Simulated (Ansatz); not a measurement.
The cluster Be₃Te₂⁺, relaxed as a doublet with UKS PBE-D4/def2-SVP in Ansatz, starting from the GFN1-xTB geometry. Force threshold 0.02 eV/Å.

In the def2 sets Te takes a core potential; there is no spin–orbit coupling. Another isomer (doublet) lies 0.51 eV lower at PBE0-D4/def2-TZVP; other spin states weren't run for this one.

Start:

Cartesian coordinates in Å:
```
Be 0.8855 -1.0952 0.9309
Be -0.7194 0.1942 -1.2781
Be 0.4409 0.7280 1.4584
Te 0.1864 -1.9226 -1.1365
Te -0.7934 2.0956 0.0254
```

```json
{"step": "1", "energy (eV)": "-15780.3280", "largest force component (eV/Å)": "0.949", "SCF passes": "96"}
{"step": "2", "energy (eV)": "-15780.5915", "largest force component (eV/Å)": "0.653", "SCF passes": "59"}
{"step": "3", "energy (eV)": "-15780.7368", "largest force component (eV/Å)": "0.410", "SCF passes": "59"}
{"step": "4", "energy (eV)": "-15780.8143", "largest force component (eV/Å)": "0.205", "SCF passes": "45"}
{"step": "5", "energy (eV)": "-15780.8167", "largest force component (eV/Å)": "0.197", "SCF passes": "46"}
{"step": "6 (rejected)", "energy (eV)": "-15780.7958", "largest force component (eV/Å)": "0.555", "SCF passes": "48"}
{"step": "7", "energy (eV)": "-15780.8254", "largest force component (eV/Å)": "0.100", "SCF passes": "47"}
{"step": "8", "energy (eV)": "-15780.8331", "largest force component (eV/Å)": "0.193", "SCF passes": "40"}
{"step": "9", "energy (eV)": "-15780.8376", "largest force component (eV/Å)": "0.141", "SCF passes": "38"}
{"step": "10", "energy (eV)": "-15780.8412", "largest force component (eV/Å)": "0.039", "SCF passes": "39"}
{"step": "11", "energy (eV)": "-15780.8415", "largest force component (eV/Å)": "0.005", "SCF passes": "40"}
```

Force components are those of the run's own axes.

End:

Cartesian coordinates in Å:
```
Be 0.988 -1.045 0.635
Be -0.450 0.125 -0.813
Be 0.132 0.734 1.384
Te 0.100 -2.082 -1.179
Te -0.770 2.267 -0.027
```

By distances, no bond broke or formed. The bond that changes most is Be1–Be3, from 1.95 to 2.11 Å (atoms count from 1).

No frequencies were taken in this run, so the end may be a saddle point.

Run time 21 s (4 threads of Arm Neoverse V2 on a shared host).
